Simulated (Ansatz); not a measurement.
The cluster Cu4O⁺, relaxed as a doublet with UKS B3LYP-D4/def2-SVP in Ansatz, starting from the GFN2-xTB geometry. Force threshold 0.02 eV/Å.

The relaxation made no stability test and no search for a lower SCF solution. No other spin state of charge 1 was run. Another isomer (doublet) lies 0.08 eV lower at PBE0-D4/def2-TZVP; other spin states weren't run for this one.

Start:

Cartesian coordinates in Å:
```
O -0.711 -0.252 0.428
Cu 2.079 0.745 -1.247
Cu 0.136 1.282 -0.009
Cu -2.171 -0.787 1.307
Cu 0.666 -0.988 -0.478
```

Question: Estimate the energy that the relaxation releases and the steps that it takes.

Answer: 15.9 kJ/mol, in 10 steps; 56 s on 4 threads of Intel Xeon Platinum 8259CL on a shared host. The force fell under the threshold at step 9, but the optimiser went on. No frequencies were taken in this run, so the end may be a saddle point.

Question: Does the start keep its bonding and symmetry?

Answer: By distances, no bond broke or formed. The bond that changes most is O1–Cu5, from 1.81 to 1.87 Å (atoms count from 1). Point group C2v at the start, Cs at the end, both within 0.05 Å.

Question: Predict the relaxed structure.

Answer: 
```xyz
5

O    -1.081   -0.235   -0.086
Cu    2.183    0.653   -0.679
Cu   -0.068    1.337   -0.175
Cu   -1.526   -0.696    1.619
Cu    0.492   -1.059   -0.678
```
Bond lengths (bridged metal pairs left out): 3 × Cu–O 1.82 to 1.87 Å; 2 × Cu–Cu 2.41 Å.
